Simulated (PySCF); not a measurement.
Two species compared at the same levels of theory.

First species: H9NSi3.
Numbering: `[SiH3:1][N:2]([SiH3:3])[SiH3:4]` (hydrogens: H5, H6, H7 on Si1; H8, H9, H10 on Si3; H11, H12, H13 on Si4)

Structure used (GFN2-xTB), in Å, numbered top down from 1:
```
atom  x, y, z in Å
Si1    0.2906    1.6502    0.5486
N2     0.0274    0.0360   -0.0579
Si3   -1.6019   -0.5075   -0.3616
Si4    1.3152   -1.1364    0.0429
H5    -0.6721    2.5316   -0.1087
H6     0.1012    1.6894    2.0035
H7     1.6606    2.0302    0.2102
H8    -2.3484    0.6195   -0.9165
H9    -1.5289   -1.6065   -1.3219
H10   -2.2301   -0.9659    0.8830
H11    1.3556   -1.7398    1.3801
H12    1.0573   -2.1622   -0.9652
H13    2.5691   -0.4383   -0.2327
```

Second species: C3H12N2Si.
Numbering: `[CH3:1][CH2:2][CH2:3][NH:4][NH:5][SiH3:6]` (hydrogens: H7, H8, H9 on C1; H10, H11 on C2; H12, H13 on C3; H14 on N4; H15 on N5; H16, H17, H18 on Si6)

Levels: PBE0/def2-SVPD for dipole moment, HOMO energy, LUMO energy, HOMO–LUMO gap, static isotropic polarisability and electronic spatial extent ⟨r²⟩ about the centre of nuclear charge; TDDFT PBE0/def2-SVPD for lowest singlet excitation; TDA PBE0/def2-SVPD for lowest triplet excitation (Tamm–Dancoff). Geometries: GFN2-xTB. Each species is one conformer at its optimised geometry, gas phase, non-relativistic unless stated. Electronic properties by PySCF.

Dipoles, sizes and rotational constants follow the conformer. The torsions of the flexible species, by atom-mapped SMILES:
- `[CH3:1][CH2:2][CH2:3][NH:4][NH:5][SiH3:6]`: C1–C2–C3–N4 -62°, C2–C3–N4–N5 179°, C3–N4–N5–Si6 64°

(1) Which has the higher T1 energy?

(2) Which of the two has the higher LUMO energy, and by how much?

(3) Which has the higher ⟨r²⟩?

(4) Which has the higher HOMO energy?

(5) Which has the higher HOMO–LUMO gap?

(6) Which has the higher dipole moment?

(7) Which of the two has the higher static isotropic polarisability, and by how much?

(8) Which has the higher S1 energy?

## Answers

(1) The first: 5.56 eV against 5.12 eV, a difference of 0.44 eV.

(2) The second: 0.32 eV against -0.34 eV, a difference of 0.66 eV.

(3) The second: 1182 bohr² against 786 bohr², a difference of 396 bohr².

(4) The second: -6.31 eV against -7.55 eV, a difference of 1.24 eV.

(5) The first: 7.21 eV against 6.63 eV, a difference of 0.58 eV.

(6) The second: 0.90 D against 0.02 D, a difference of 0.88 D.

(7) The first: 85.5 au against 82.6 au, a difference of 2.9 au.

(8) The first: 5.86 eV against 5.34 eV, a difference of 0.52 eV.

On the first: S1 lies 1.35 eV below the HOMO–LUMO gap; its leading configuration is HOMO→LUMO, weight 0.99. The 8 singlets span 5.86 to 7.75 eV, and their oscillator strengths add up to 0.07.

On the second: The principal polarisabilities are 72.0, 75.6 and 100.3 au; their mean is the isotropic value. In wavenumbers S1 is 43100 cm⁻¹ (1 eV = 8065.54 cm⁻¹).
